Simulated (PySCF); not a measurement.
SnCl⁺: energy against distance

Set-up: Sn def2-SVP with ECP28, Cl def2-SVP; scalar-relativistic core potentials (PySCF 2.14). Energies in eV from Sn⁺ + Cl in their ground configurations at the same level. State: ¹Σ⁺ (singlet), closed shell.

| R (Å) | PBE |
| --- | --- |
| 1.977 | -2.869 |
| 2.069 | -3.706 |
| 2.161 | -4.179 |
| 2.230 | -4.359 |
| 2.299 | -4.427 |
| 2.368 | -4.410 |
| 2.460 | -4.290 |
| 2.575 | -4.035 |
| 2.713 | -3.644 |
| 2.897 | -3.072 |

Put a parabola through the three lowest points of the PBE curve and estimate Re, k and ωe (reduced mass 27.07 u; 1 eV/Å² = 0.16022 mdyn/Å; ωe = 1302.8·√(k/μ) cm⁻¹).

Through R = 2.23, 2.299, 2.368 Å the second-order coefficient is 8.93 eV/Å², so Re ≈ 2.320 Å, k ≈ 2.86 mdyn/Å and ωe ≈ 423 cm⁻¹. A polynomial fit of higher order to the unrounded PBE energies gives Re = 2.317 Å, k = 2.66 mdyn/Å, ωe = 409 cm⁻¹; anharmonicity and rounding make the difference.

The higher-order fit for each curve: PBE: Re = 2.317 Å, ωe = 409 cm⁻¹, De = 4.43 eV.

Spin–orbit coupling is left out, which matters for elements this heavy, above all for dissociation energies. For an ion De counts to the pair picked by the measured ionisation energies or electron affinities, which need not be the lowest pair at this level.
